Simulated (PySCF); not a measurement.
Ligands exchanged one at a time, Ge C2H5-I. Gas-phase values, no solvent. One relaxed conformer stands for each flexible species; it need not be the lowest. Strings in code marks are SMILES.

These are PySCF with PBE-D3(BJ)/def2-TZVP // B3LYP-D3(BJ)/def2-SVP values and carry that method's errors. All candidates: neutral, multiplicity 1. Excitations are Tamm–Dancoff values on a coarser integration grid. The basis has no diffuse functions, so Rydberg states are missing or too high.

- S1 excitation (TDA) = 6.34 eV
- HOMO–LUMO gap = 6.31 eV
- HOMO = -6.23 eV

Q: Name which member has these values.
A. `C[CH2][Ge]([I])([I])[CH2]C` (C–C–Ge–I torsion 58°, I–Ge–C–C torsion -59°)
B. `C[CH2][Ge]([I])([I])[I]` (C–C–Ge–I torsion 180°)
C. `C[CH2][Ge]([I])([CH2]C)[CH2]C`
D. `C[CH2][Ge]([CH2]C)([CH2]C)[CH2]C`

A: D, `C[CH2][Ge]([CH2]C)([CH2]C)[CH2]C`. The others give `C[CH2][Ge]([I])([I])[CH2]C` (C–C–Ge–I torsion 58°, I–Ge–C–C torsion -59°): 4.22 eV, 3.91 eV, -6.20 eV; `C[CH2][Ge]([I])([CH2]C)[CH2]C`: 5.05 eV, 4.82 eV, -5.93 eV; `C[CH2][Ge]([I])([I])[I]` (C–C–Ge–I torsion 180°): 3.17 eV, 3.04 eV, -6.39 eV
